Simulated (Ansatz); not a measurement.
[GeF3]- (GeF₃⁻). Charge -1, multiplicity 1. Geometry r2SCAN-D4/def2-TZVPD, basis def2-TZVPD, Ansatz.

```
run  HOMO (eV)  LUMO (eV)
  A      -4.48       5.93
  B      -1.90       4.72
  C      -1.79       4.50
  D      -1.04       4.25
  E      -0.98       4.64
  F      -1.49       4.44
```

B3LYP takes the VWN-RPA correlation. HSE06 is defined as in plane-wave codes, on full-range PBE exchange.

Q: The runs used B3LYP, B97M-V, HF, HSE06, PBE0, r2SCAN. Estimate which is which.

A: A HF (100 % exact exchange); B PBE0 (25 % exact exchange); C B3LYP (20 % exact exchange); D B97M-V (0 % exact exchange); E r2SCAN (0 % exact exchange); F HSE06 (range-separated). Exact exchange lowers occupied and raises empty levels; among semilocal functionals meta-GGAs tend to open the gap a little, and such runs are hard to tell apart. The gap grows from 5.29 eV (B97M-V) to 10.41 eV (HF).
